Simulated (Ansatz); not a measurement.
Input file for C$_{2}$H$_{5}$FN$_{2}$Si, SMILES `CN1C=N[SiH]1F`:

```yaml
crystal:
  periodic: [false, false, false]
  atoms:
    - {symbol: C, position_ang: [-0.305863, -0.697700, 1.367646]}
    - {symbol: N, position_ang: [0.030830, 0.129401, 0.240490]}
    - {symbol: C, position_ang: [1.263767, 0.195603, -0.389923]}
    - {symbol: N, position_ang: [1.220809, 0.765200, -1.556120]}
    - {symbol: Si, position_ang: [-0.507922, 0.708997, -1.330161]}
    - {symbol: F, position_ang: [-1.346967, 2.052448, -1.315738]}
    - {symbol: H, position_ang: [0.549544, -0.765814, 2.044741]}
    - {symbol: H, position_ang: [-0.594721, -1.715621, 1.082281]}
    - {symbol: H, position_ang: [-1.131670, -0.250711, 1.923215]}
    - {symbol: H, position_ang: [2.158653, -0.215557, 0.089416]}
    - {symbol: H, position_ang: [-1.270960, -0.263346, -2.135249]}
basis:
  gaussian: {orbitals: def2-TZVPP}
correlation: {method: ccsd_t}
```

```sh
$ ansatz run in.yaml --threads 4 --pin off --events-out ev --progress --plain --max-ram 10444MiB
```

Log, shortened:

```
Functional definition: HF
1611 factors; integrals over basis functions are off by at most 1.2e-3 eV
mean field evaluation 1: about -15671.6638 eV, gradient 4.7e1 eV
mean field evaluation 2: about -15672.0299 eV, gradient 4.7e1 eV
mean field evaluation 4: about -15676.7646 eV, gradient 4.7e0 eV
mean field evaluation 8: about -15676.8583 eV, gradient 4.9e-1 eV
mean field evaluation 16: about -15676.8605 eV, gradient 1.7e-6 eV
mean field -15676.86053936 eV, -576.1139986637 hartree, gradient 1.7e-6 eV, S^2 0.000000; 0 other end points of the search recorded, 0 dependent functions left out
10 core orbitals not correlated: weight in the atoms' cores, before any rotation towards them, 1.000 or more for the frozen orbitals, at most 0.000 for the correlated occupied ones
reference -15676.86053936 eV, -576.1139986637 hartree; 17, 17 occupied and 240, 240 virtual orbitals, 1611 factors
second order -29.65698731 eV of doubles, -0.00000000 eV of singles
cycle   1  -29.45481383 eV  change    2.0e-1 eV  update   1.3e-1
cycle   2  -30.19497556 eV  change   -7.4e-1 eV  update   3.8e-2
cycle   3  -30.36937491 eV  change   -1.7e-1 eV  update   1.9e-2
cycle   4  -30.34857401 eV  change    2.1e-2 eV  update   5.0e-3
cycle   5  -30.34666681 eV  change    1.9e-3 eV  update   2.5e-3
cycle   6  -30.34805614 eV  change   -1.4e-3 eV  update   7.3e-4
cycle   7  -30.34764311 eV  change    4.1e-4 eV  update   2.7e-4
cycle   8  -30.34750432 eV  change    1.4e-4 eV  update   9.1e-5
cycle   9  -30.34754006 eV  change   -3.6e-5 eV  update   4.1e-5
perturbative correction -1.28846306 eV, -0.0473501440 hartree
Total energy: -15708.49654248 eV, -577.2766003347 hartree
```

Run time 3 min (4 threads of an Arm Neoverse V2 on a shared host); peak host memory 7 GiB.

The correlation energy is -31.636 eV, 4.1 % of it from (T); the T1 diagnostic reads 0.0141.
